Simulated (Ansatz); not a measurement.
Consider the cleavage of the Si–Al bond: `C[BH][AlH][SiH2]C` + `OC(F)F` → `C[SiH2]OC(F)F` + `C[BH][AlH2]`.

Calculated with Ansatz (gas phase, PBE0-D4/def2-TZVP geometries, no zero-point term in ΔE). CCSD(T)/CBS is the MP2 limit (def2-TZVPP, def2-QZVPP) plus CCSD(T) − MP2 in def2-TZVPP, frozen cores. DFT in def2-TZVPP. B3LYP here is the variant with VWN-RPA as its local correlation; programs differ in this. One conformer a species, not always the lowest.

`C[BH][AlH][SiH2]C`:

```xyz
15

C    -0.703    2.230    1.558
B    -1.471    1.031    0.924
Al   -1.246    0.267   -1.046
Si    0.543   -1.340   -1.606
C     1.672   -1.777   -0.161
H    -0.223    2.935    0.877
H    -1.278    2.777    2.310
H     0.108    1.738    2.125
H    -2.194    0.427    1.680
H    -2.243    0.695   -2.220
H     1.380   -0.786   -2.716
H    -0.057   -2.600   -2.146
H     1.102   -2.232    0.653
H     2.448   -2.482   -0.466
H     2.163   -0.884    0.233
```

`OC(F)F`:

Z-matrix (Å, degrees):
```
C
F 1 1.355
F 1 1.355 2 105.7
O 1 1.346 2 111.4 3 -121.2
H 1 1.091 2 109.4 3 117.7
H 4 0.966 1 108.8 2 58.9
```

`C[SiH2]OC(F)F`:

```xyz
12

C     0.246   -1.780   -0.133
Si    0.842   -0.095   -0.621
O     0.407    1.072    0.497
C    -0.798    1.641    0.648
F    -1.794    0.783    0.282
F    -0.990    1.930    1.947
H    -0.845   -1.821   -0.126
H     0.609   -2.047    0.862
H     0.615   -2.527   -0.842
H     0.307    0.303   -1.950
H     2.321   -0.019   -0.630
H    -0.922    2.560    0.065
```

`C[BH][AlH2]`:

Cartesian coordinates in Å:
```
C 1.308 0.385 0.506
B 0.298 -0.319 -0.450
Al -1.825 -0.183 -0.394
H 0.947 1.245 1.072
H 2.272 0.620 0.047
H 1.529 -0.405 1.247
H 0.791 -1.067 -1.258
H -2.704 -1.135 0.538
H -2.617 0.860 -1.308
```

```csv
level,ΔE (kJ/mol),difference from CCSD(T)/CBS
PBE-D4,-56.9,26.2
r2SCAN-D4,-77.5,5.6
PBE0-D4,-64.3,18.8
B3LYP-D4,-84.1,-1.0
ωB97X-V,-84.5,-1.4
ωB97M-V,-89.4,-6.3
B2PLYP,-87.0,-3.9
PBE,-56.0,27.1
r2SCAN,-77.6,5.5
PBE0,-63.8,19.3
B3LYP,-82.7,0.4
HF/def2-TZVPP,-105.6,-22.5
MP2/def2-TZVPP,-88.9,-5.8
SCS-MP2/def2-TZVPP,-92.6,-9.5
CCSD/def2-TZVPP,-84.3,-1.2
CCSD(T)/def2-TZVPP,-80.9,2.2
HF/def2-QZVPP,-108.0,-24.9
MP2/def2-QZVPP,-91.0,-7.9
SCS-MP2/def2-QZVPP,-94.5,-11.4
HF/CBS(def2),-108.4,-25.3
MP2/CBS(def2),-91.1,-8.0
CCSD/CBS(def2),-86.5,-3.4
CCSD(T)/CBS,-83.1,0
```

Largest T1 diagnostic among the species: 0.012.

From PBE to PBE0 (25 % exact exchange), in def2-TZVPP and without D4, ΔE moves by −7.8 kJ/mol. In def2-TZVPP, CCSD(T) changes the Hartree–Fock value by +24.8 kJ/mol (the triples alone add +3.4 kJ/mol) and MP2 by +16.7 kJ/mol.
